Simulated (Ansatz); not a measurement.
C₃H₉BO (SMILES CCB(C)O), singlet, geometry from GFN2-xTB, atoms displaced at random by about 0.03 Å a coordinate; R2SCAN/6-31G, gradient (Ansatz, an electronic-structure program).

Ansatz was given this input:
Ansatz 0.2 input:
```yaml
crystal:
  periodic: [false, false, false]
  atoms:
    - {symbol: B, position_ang: [0.05341886, 0.42229895, 0.45820745]}
    - {symbol: C, position_ang: [-1.19723973, -0.31289489, 1.11424248]}
    - {symbol: H, position_ang: [-1.14064137, -1.36004366, 1.23423896]}
    - {symbol: H, position_ang: [-2.06519642, -0.14266294, 0.40132080]}
    - {symbol: H, position_ang: [-1.54965975, 0.04305265, 2.06081136]}
    - {symbol: C, position_ang: [0.53182099, 0.13298440, -1.04551390]}
    - {symbol: C, position_ang: [0.18925709, -1.26212572, -1.57392514]}
    - {symbol: H, position_ang: [1.58641234, 0.20266858, -1.09197902]}
    - {symbol: H, position_ang: [0.10370458, 0.84587712, -1.70062174]}
    - {symbol: H, position_ang: [-0.88626398, -1.47421834, -1.60075743]}
    - {symbol: H, position_ang: [0.57298506, -2.11915147, -0.94394490]}
    - {symbol: H, position_ang: [0.59729416, -1.39355903, -2.56731630]}
    - {symbol: O, position_ang: [0.69619189, 1.38709405, 1.07012457]}
    - {symbol: H, position_ang: [0.33333887, 1.52267445, 2.02324600]}
basis:
  gaussian:
    orbitals: 6-31G
hamiltonian:
  xc: r2scan
output: {forces: true}
```

Output, abridged:

```
Functional definition: r2SCAN
870 factors; integrals over basis functions are off by at most 1.9e-4 eV
mean field evaluation 1: about -5965.7152 eV, gradient 7.2e1 eV
mean field evaluation 2: about -5955.9455 eV, gradient 9.6e1 eV
mean field evaluation 4: about -5977.2805 eV, gradient 3.0e0 eV
mean field evaluation 8: about -5977.2852 eV, gradient 2.4e-1 eV
mean field evaluation 16: about -5977.2854 eV, gradient 1.1e-5 eV
mean field -5977.28537136 eV, -219.6611858478 hartree, gradient 1.1e-5 eV, S^2 0.000000; 0 other end points of the search recorded, 0 dependent functions left out
the calculation of the forces begins
reference -5977.28537859 eV, -219.6611861137 hartree; 20, 20 occupied and 43, 43 virtual orbitals, 870 factors
Total energy: -5977.28537859 eV, -219.6611861137 hartree
Atom 0 at     0.053419     0.422299     0.458207 Å, force    -1.781585    -2.832870    -2.434962 eV/Å
Atom 1 at    -1.197240    -0.312895     1.114242 Å, force    -0.856092     1.317742    -1.612733 eV/Å
Atom 2 at    -1.140641    -1.360044     1.234239 Å, force     0.414893    -1.631833    -0.175601 eV/Å
Atom 3 at    -2.065196    -0.142663     0.401321 Å, force     0.705911    -0.213919     0.512887 eV/Å
Atom 4 at    -1.549660     0.043053     2.060811 Å, force    -0.072142     0.700956     0.983093 eV/Å
Atom 5 at     0.531821     0.132984    -1.045514 Å, force    -0.894361    -1.746042     1.707418 eV/Å
Atom 6 at     0.189257    -1.262126    -1.573925 Å, force    -0.277761    -1.280711     0.801997 eV/Å
Atom 7 at     1.586412     0.202669    -1.091979 Å, force     1.524857     0.621741    -0.047819 eV/Å
Atom 8 at     0.103705     0.845877    -1.700622 Å, force    -0.480844     1.212735    -0.890979 eV/Å
Atom 9 at    -0.886264    -1.474218    -1.600757 Å, force    -0.182701     0.308410    -0.219693 eV/Å
Atom 10 at     0.572985    -2.119151    -0.943945 Å, force     0.091090     0.931154    -0.359072 eV/Å
Atom 11 at     0.597294    -1.393559    -2.567316 Å, force     0.078208    -0.200232    -0.537873 eV/Å
Atom 12 at     0.696192     1.387094     1.070125 Å, force     0.770757     2.678573     3.963725 eV/Å
Atom 13 at     0.333339     1.522674     2.023246 Å, force     0.959769     0.134297    -1.690388 eV/Å
Dipole moment:    -0.229953    -0.037622     0.300162 e Å
```
